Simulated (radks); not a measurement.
Results of a calculation; reference values are marked as such.
Species: Ca4+. Configuration: [Ne] 3s2 3p4. Code: a radial shooting solver on a logarithmic mesh with Libxc functionals. Model: Dirac Kohn-Sham, PBE, spin-unpolarised, spherical densities, finite nucleus; open shells are shared between the two j in proportion to 2j + 1; Fermi nuclear charge, rms radius 3.4776 fm.

Normalised radial functions P(r) = r R(r) (large component), r in bohr:

r	2p3/2	3s1/2	3p3/2
0.00282	0.0020	0.0530	0.0007
0.003556	0.0031	0.0657	0.0012
0.004485	0.0049	0.0810	0.0018
0.005656	0.0077	0.0995	0.0029
0.007132	0.0120	0.1214	0.0045
0.008995	0.0187	0.1469	0.0070
0.01134	0.0291	0.1758	0.0108
0.01442	0.0455	0.2086	0.0169
0.01819	0.0697	0.2416	0.0259
0.02293	0.1056	0.2731	0.0393
0.02892	0.1583	0.2986	0.0589
0.03648	0.2339	0.3118	0.0868
0.046	0.3392	0.3040	0.1257
0.05801	0.4812	0.2655	0.1776
0.07375	0.6710	0.1831	0.2462
0.093	0.8940	0.0567	0.3248
0.1173	1.1429	-0.1112	0.4080
0.1479	1.3895	-0.3001	0.4811
0.1865	1.5898	-0.4694	0.5201
0.2352	1.6896	-0.5605	0.4942
0.2967	1.6423	-0.5121	0.3735
0.3771	1.4241	-0.2766	0.1333
0.4756	1.0868	0.1089	-0.1928
0.5998	0.7081	0.5552	-0.5522
0.7564	0.3817	0.9209	-0.8547
0.954	0.1633	1.0733	-1.0050
1.203	0.0523	0.9644	-0.9497
1.517	0.0117	0.6756	-0.7242
1.929	0.0015	0.3534	-0.4293
2.432	0.0001	0.1388	-0.1980
3.068	0.0000	0.0375	-0.0657
3.869	0.0000	0.0064	-0.0144

2p3/2: eigenvalue -391.41 eV, 0 radial nodes, <r> = 0.328 bohr, 90 % of the charge inside 0.540 bohr. 3s1/2: eigenvalue -97.526 eV, 2 radial nodes at r = 0.101, 0.448 bohr, <r> = 1.10 bohr, 90 % of the charge inside 1.62 bohr. 3p3/2: eigenvalue -77.241 eV, 1 radial node at r = 0.417 bohr, <r> = 1.16 bohr, 90 % of the charge inside 1.76 bohr.
